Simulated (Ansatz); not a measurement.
C$_{3}$H$_{6}$BF, SMILES `FC1BCC1`, relaxed with RKS PBE0-D4/def2-TZVP in Ansatz 0.2.0 from a PBE-D4/def2-SVP geometry. The force threshold is 0.005 eV/Å; the program also tests the step.

Charge 0, multiplicity 1.

Start:

```xyz
11

F    -1.744   -1.590    0.138
C    -0.547   -0.964    0.390
B    -0.479    0.507    0.882
C     0.877    0.836    0.170
C     0.119   -0.140   -0.802
H     0.203   -1.700    0.745
H    -1.430    1.250    1.021
H     1.799    0.343    0.530
H     1.081    1.862   -0.181
H    -0.643    0.356   -1.436
H     0.764   -0.759   -1.456
```

| step | energy (eV) | largest force (eV/Å) | largest move (Å) |
| --- | --- | --- | --- |
| 1 | -6595.8724 | 0.496 | 0.000 |
| 2 | -6595.9127 | 0.143 | 0.023 |
| 3 | -6595.9167 | 0.047 | 0.013 |
| 4 | -6595.9168 | 0.026 | 0.003 |
| 5 | -6595.9169 | 0.031 | 0.006 |
| 6 | -6595.9169 | 0.006 | 0.002 |
| 7 | -6595.9169 | 0.010 | 0.002 |
| 8 | -6595.9170 | 0.003 | 0.002 |

End:

```xyz
11

F    -1.724   -1.583    0.127
C    -0.538   -0.947    0.379
B    -0.480    0.512    0.879
C     0.864    0.827    0.165
C     0.120   -0.147   -0.807
H     0.193   -1.670    0.743
H    -1.410    1.241    1.044
H     1.769    0.341    0.525
H     1.070    1.835   -0.184
H    -0.630    0.346   -1.428
H     0.764   -0.754   -1.442
```

Run time 22 s (4 threads of an Arm Neoverse V1 on a shared host); peak host memory 0.44 GiB.
